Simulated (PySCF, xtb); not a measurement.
Ta(NH)(OH)2(NH2) (H₅N₂O₂Ta), SMILES [NH]=[Ta]([NH2])([OH])[OH], multiplicity 1.

GFN2-xTB (xtb 6.7.1) at its own geometry gives an orbital gap of 3.69 eV and a dipole moment of 2.35 D.

Geometry: PBE0-D3(BJ)/def2-SVP. The multiplicity is an assumed one; no other spin state was optimised. The structure was generated by enumeration; whether it is a known compound was not checked. The def2 effective core potentials stand for the cores of Ta; spin–orbit coupling is left out. The values are those of a single conformer.

Problem. What does CAM-B3LYP/def2-TZVP (PySCF) give? (An estimate is asked for; the answer gives what the named calculation found.)

Solution. gap 9.63 eV (levels -8.82 and 0.81 eV), dipole 0.67 D.
